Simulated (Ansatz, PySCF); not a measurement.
C$_{3}$F$_{5}$ (SMILES F[C]=C(F)C(F)(F)F), doublet (typed; the unrestricted solution is spin-contaminated), at a GFN2-xTB geometry. Base run: CCSD(T)/STO-3G (PySCF).

Input for PySCF:
```python
from pyscf import gto, scf, cc

mol = gto.Mole()
mol.atom = '''
    F     2.60094538    1.14283506    0.08089861
    C     1.43096998    0.69793299   -0.24220788
    C     0.44692092    0.10911001    0.37558517
    F     0.44992855   -0.20912959    1.70017522
    C    -0.83543288   -0.29579618   -0.32144863
    F    -1.90245541    0.30342010    0.21057985
    F    -0.79671474    0.03356214   -1.61483549
    F    -1.04667580   -1.61151893   -0.25143729
'''
mol.basis = 'sto-3g'
mol.spin = 1
mol.verbose = 4
mol.build()

mf = scf.UHF(mol)
mf.kernel()

mycc = cc.CCSD(mf)
mycc.kernel()
et = mycc.ccsd_t()
print('E(CCSD(T)) = %.10f' % (mycc.e_tot + et))
```

The same geometry, method and basis name were run in Ansatz (a program for electronic structure) and PySCF, at each program's defaults and at the settings that a row names. The base is PySCF at its defaults. Differences at the defaults can come from grids, fitting, cores and function types together.

```json
[
 {"code and settings": "PySCF, defaults (exact integrals, spherical functions, all electrons correlated)", "ΔE vs base (mEh)": "0.000", "basis functions": "40", "E (Eh)": "-602.58586", "SCF cycles": "16", "SCF-reference dipole (D)": "1.01"},
 {"code and settings": "Ansatz, defaults (factorised integrals, spherical functions, frozen core)", "ΔE vs base (mEh)": "1.226", "basis functions": "40", "E (Eh)": "-602.58464", "SCF cycles": "-", "SCF-reference dipole (D)": "-"},
 {"code and settings": "PySCF, frozen core", "ΔE vs base (mEh)": "1.204", "basis functions": "40", "E (Eh)": "-602.58466", "SCF cycles": "16", "SCF-reference dipole (D)": "1.01"},
 {"code and settings": "Ansatz, high accuracy, frozen core", "ΔE vs base (mEh)": "1.203", "basis functions": "40", "E (Eh)": "-602.58466", "SCF cycles": "-", "SCF-reference dipole (D)": "-"}
]
```

Open shells are given as the SCF converged; they aren't shown to be the lowest states, and a large step between rows can be another state.
